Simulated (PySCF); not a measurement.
C₃H₃, SMILES C([CH2])#C (connectivity only; charge and spin as stated), charge +1, multiplicity 1. Coordinates come from a PBE0-D3(BJ)/def2-TZVP optimisation. The spin state was assumed, not searched. The isomer is the one that the SMILES or the coordinates give; other isomers of the formula were not compared.

TDDFT-CAM-B3LYP/def2-SVPD run with PySCF 2.14.0 puts the lowest singlet excitations at 2.24, 5.37, 7.21, 7.98, 8.25, 8.89 eV.

### Question
What are the lowest excitation roots from ADC(2)/aug-cc-pVDZ in PySCF? (The exact figures need the calculation; the answer reports its results.)

### Answer
2.53, 5.20, 7.74, 8.28, 8.89, 9.21 eV. S1 differs by 0.30 eV (second minus first; roots are paired by order, and the bases may differ).
